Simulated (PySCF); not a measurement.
Al(F)(H)(SMe) (CH4AlFS), SMILES C[S][AlH][F].

Coordinates come from a B3LYP-D3(BJ)/def2-SVP optimisation. The values are those of a single conformer.

All values below come from PySCF with C-PCM-ωB97X/def2-SVP.

The values are the electrostatic part of the solvation free energy, E(continuum) − E(gas) at the gas-phase geometry, in a cavity of scaled van der Waals radii (PySCF's table); cavitation and dispersion terms are not included. A continuum can't describe solvent molecules that bind to the metal. In vacuum the orbital gap is 10.89 eV. The dipole moment in vacuum is 2.65 D.

Computed values in water (ε = 78.36), cyclohexanone (ε = 15.62), methanol (ε = 32.61):
```
solvent            ε  ΔG(elec) (kcal/mol)  dipole (D)  gap (eV)
-------------  -----  -------------------  ----------  --------
water          78.36                 -6.9        3.20     11.27
cyclohexanone  15.62                 -6.5        3.16     11.25
methanol       32.61                 -6.8        3.18     11.26
```
